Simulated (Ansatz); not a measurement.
Reaction (substitution at a C–Te bond): `C[Te][SiH2]N` + `S[SiH2][GeH3]` → `CS[SiH2][GeH3]` + `N[SiH2][TeH]`

Computed with Ansatz on PBE0-D4/def2-TZVP structures; ΔE is electronic, products minus reactants. CBS: MP2 limit from def2 TZ/QZ plus the TZ coupled-cluster correction, frozen cores. Functionals use def2-TZVPP. B3LYP here is the variant with VWN-RPA as its local correlation; programs differ in this. def2 core potentials past Kr. For Ge, Te outer-core shells are correlated without core-valence functions, which leaves a few kJ/mol of doubt a bond. Scalar relativity is left out up to krypton. One conformer a species, not always the lowest.

(1) Is it downhill or uphill in electronic energy at CCSD(T)/CBS, and by how much? (Estimate.)

(2) What do these levels give: PBE-D4, revPBE-D4, B97M-V, B3LYP-D4, B3LYP, r2SCANh, r2SCAN0, BHLYP, CAM-B3LYP, RPA@PBE/def2-TZVPP, MP2/def2-QZVPP, CCSD/CBS(def2)? (An estimate is asked.)

Largest T1 diagnostic among the species: 0.012.

Results:

(1) Ansatz gave: Uphill: ΔE = +18.2 kJ/mol.

(2) Computed: PBE-D4 11.2, revPBE-D4 10.5, B97M-V 12.0, B3LYP-D4 13.2, B3LYP 13.0, r2SCANh 11.9, r2SCAN0 11.8, BHLYP 12.7, CAM-B3LYP 12.2, RPA@PBE/def2-TZVPP 16.6, MP2/def2-QZVPP 20.3, CCSD/CBS(def2) 17.8 kJ/mol.

At CCSD(T), def2-SVP lies −8.5 kJ/mol from the extrapolated value and def2-TZVPP −1.7 kJ/mol. In def2-TZVPP, CCSD(T) changes the Hartree–Fock value by +4.7 kJ/mol (the triples alone add +0.4 kJ/mol) and MP2 by +7.5 kJ/mol.
